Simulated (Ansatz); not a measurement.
Consider the ligand exchange at a Zn–N bond: `[NH2][Zn][N]([SiH3])[SiH3]` + NH₃ → `[NH2][Zn][NH2]` + `[SiH3]N[SiH3]`.

Program: Ansatz. Geometries: PBE0-D4/def2-TZVP. ΔE: electronic, gas phase. CCSD(T)/CBS adds triple-zeta CCSD(T) − MP2 to the extrapolated MP2 energy (def2 sets, frozen cores). This one scheme is used for every species. For Zn outer-core shells are correlated without core-valence functions, which leaves a few kJ/mol of doubt a bond. Scalar relativity is left out up to krypton. Each species was taken in one conformer, which may not be the lowest.

| species | CCSD(T)/CBS(def2) energy (Eh) |
| --- | --- |
| `[NH2][Zn][N]([SiH3])[SiH3]` | -2470.82045 |
| NH₃ | -56.50880 |
| `[NH2][Zn][NH2]` | -1890.21263 |
| `[SiH3]N[SiH3]` | -637.10515 |

Work out ΔE.

ΔE = (-1890.21263) + (-637.10515) − (-2470.82045) − (-56.50880) = 0.01147 Eh = +7.2 kcal/mol.

Largest T1 diagnostic among the species: 0.015.

At CCSD(T), def2-SVP lies +4.9 kcal/mol from the extrapolated value and def2-TZVPP +0.6 kcal/mol. From PBE to PBE0 (25 % exact exchange), in def2-TZVPP and without D4, ΔE moves by +0.8 kcal/mol. The D4 term adds +2.2 kcal/mol with B3LYP and +1.2 kcal/mol with PBE0; it sums over pairs of atoms, weighted by their polarisabilities, and B3LYP, whose exchange is more repulsive, gets the larger term.

B3LYP here is the variant with VWN-RPA as its local correlation; programs differ in this.
